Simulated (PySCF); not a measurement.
C3H9Bi, charge +1, doublet, at a GFN2-xTB geometry (such geometries of metal compounds can be far from the true shape) (a state made from the parent by changing its charge; the spin is typed, not shown lowest) (core potentials on Bi); DF-B3LYP/def2-SVP (PySCF).

The PySCF input:
```python
from pyscf import gto, scf, dft

mol = gto.Mole()
mol.atom = '''
    Bi   -0.004111   -0.003224    0.259709
    C    -1.134524   -1.658985   -0.783252
    H    -0.819267   -1.639521   -1.818692
    H    -2.194544   -1.472106   -0.698374
    H    -0.885544   -2.609667   -0.335718
    C    -0.859913    1.836420   -0.735508
    H    -0.987118    1.587288   -1.781287
    H    -0.169540    2.657786   -0.615041
    H    -1.813550    2.081569   -0.292166
    C     2.029791   -0.149709   -0.714419
    H     1.891143    0.118704   -1.753955
    H     2.394722   -1.161652   -0.621866
    H     2.712828    0.538869   -0.239662
'''
mol.basis = 'def2-svp'
mol.ecp = {'Bi': 'def2-svp'}
mol.charge = 1
mol.spin = 1
mol.verbose = 4
mol.build()

mf = dft.UKS(mol)
mf.xc = 'b3lyp'
mf = mf.density_fit(auxbasis='def2-universal-jkfit')
mf.kernel()
```

Problem. Write the output that PySCF gives for this input, abridged.

Solution. 
```
PySCF version 2.14.0

[INPUT] verbose = 4
[INPUT] num. atoms = 13
[INPUT] num. electrons = 49
[INPUT] charge = 1
[INPUT] spin (= nelec alpha-beta = 2S) = 1
[INPUT] symmetry False subgroup None
[INPUT] Mole.unit = angstrom
[INPUT] Symbol           X                Y                Z      unit          X                Y                Z       unit  Magmom
[INPUT]  1 Bi    -0.004111000000  -0.003224000000   0.259709000000 AA   -0.007768664098  -0.006092477026   0.490778882085 Bohr   0.0
[INPUT]  2 C     -1.134524000000  -1.658985000000  -0.783252000000 AA   -2.143939641746  -3.135027294762  -1.480131766518 Bohr   0.0
[INPUT]  3 H     -0.819267000000  -1.639521000000  -1.818692000000 AA   -1.548190252894  -3.098245665473  -3.436829784937 Bohr   0.0
[INPUT]  4 H     -2.194544000000  -1.472106000000  -0.698374000000 AA   -4.147087128308  -2.781877166329  -1.319735592517 Bohr   0.0
[INPUT]  5 H     -0.885544000000  -2.609667000000  -0.335718000000 AA   -1.673435631252  -4.931555906315  -0.634415075087 Bohr   0.0
[INPUT]  6 C     -0.859913000000   1.836420000000  -0.735508000000 AA   -1.625000060953   3.470330849674  -1.389908682427 Bohr   0.0
[INPUT]  7 H     -0.987118000000   1.587288000000  -1.781287000000 AA   -1.865382672628   2.999539600809  -3.366144579248 Bohr   0.0
[INPUT]  8 H     -0.169540000000   2.657786000000  -0.615041000000 AA   -0.320384167159   5.022487637703  -1.162259045379 Bohr   0.0
[INPUT]  9 H     -1.813550000000   2.081569000000  -0.292166000000 AA   -3.427112813205   3.933595319385  -0.552113722910 Bohr   0.0
[INPUT] 10 C      2.029791000000  -0.149709000000  -0.714419000000 AA    3.835749080107  -0.282909008383  -1.350056248186 Bohr   0.0
[INPUT] 11 H      1.891143000000   0.118704000000  -1.753955000000 AA    3.573742332388   0.224318049890  -3.314494584812 Bohr   0.0
[INPUT] 12 H      2.394722000000  -1.161652000000  -0.621866000000 AA    4.525368724471  -2.195204132053  -1.175156426179 Bohr   0.0
[INPUT] 13 H      2.712828000000   0.538869000000  -0.239662000000 AA    5.126501943052   1.018314827018  -0.452895542466 Bohr   0.0

nuclear repulsion = 199.856417798945
number of shells = 55
number of NR pGTOs = 196
number of NR cGTOs = 113
basis = def2-svp
ecp = {'Bi': 'def2-svp'}

******** <class 'pyscf.df.df_jk.DFUKS'> ********
method = DFUKS
initial guess = minao
damping factor = 0
level_shift factor = 0
DIIS = <class 'pyscf.scf.diis.CDIIS'>
diis_start_cycle = 1
diis_space = 8
diis_damp = 0
SCF conv_tol = 1e-09
SCF conv_tol_grad = None
SCF max_cycles = 50
direct_scf = False
number electrons alpha = 25  beta = 24
XC library pyscf.dft.libxc version 7.1.2
    S. Lehtola, C. Steigemann, M. J. T. Oliveira, and M. A. L. Marques,  SoftwareX 7, 1–5 (2018)
XC functionals = b3lyp
    P. J. Stephens, F. J. Devlin, C. F. Chabalowski, and M. J. Frisch,  J. Phys. Chem. 98, 11623 (1994)
radial grids:
    Treutler-Ahlrichs [JCP 102, 346 (1995); DOI:10.1063/1.469408] (M4) radial grids

becke partition: Becke, JCP 88, 2547 (1988); DOI:10.1063/1.454033
pruning grids: <function nwchem_prune>
grids dens level: 3
symmetrized grids: False
atomic radii adjust function: <function treutler_atomic_radii_adjust>
small_rho_cutoff = 0
Set gradient conv threshold to 3.16228e-05
tot grids = 154072
******** <class 'pyscf.df.df.DF'> ********
auxbasis = def2-universal-jkfit
init E= -307.507037207848

cycle= 1 E= -332.409257515641  delta_E= -24.9  |g|= 1.62  |ddm|= 9.61
cycle= 2 E= -331.396709557625  delta_E= 1.01  |g|=  2.1  |ddm|= 9.63
cycle= 3 E= -334.015548581628  delta_E= -2.62  |g|= 0.182  |ddm|= 8.26
cycle= 4 E= -334.014804376101  delta_E= 0.000744  |g|= 0.189  |ddm|= 0.404
cycle= 5 E= -334.035606318572  delta_E= -0.0208  |g|= 0.0154  |ddm|= 0.198
cycle= 6 E= -334.035753032053  delta_E= -0.000147  |g|= 0.00483  |ddm|= 0.0266
cycle= 7 E= -334.035770995656  delta_E= -1.8e-05  |g|= 0.000665  |ddm|= 0.0077
cycle= 8 E= -334.035771699404  delta_E= -7.04e-07  |g|= 0.000159  |ddm|= 0.00192
cycle= 9 E= -334.035771755075  delta_E= -5.57e-08  |g|= 5.25e-05  |ddm|= 0.000536
cycle= 10 E= -334.035771760113  delta_E= -5.04e-09  |g|= 2.45e-05  |ddm|= 0.00018
cycle= 11 E= -334.035771760412  delta_E= -2.99e-10  |g|= 2.37e-05  |ddm|= 6.21e-05
Extra cycle  E= -334.035771759658  delta_E= 7.54e-10  |g|= 4.29e-05  |ddm|= 7.25e-05
converged SCF energy = -334.035771759658  <S^2> = 0.7525136  2S+1 = 2.002512
```
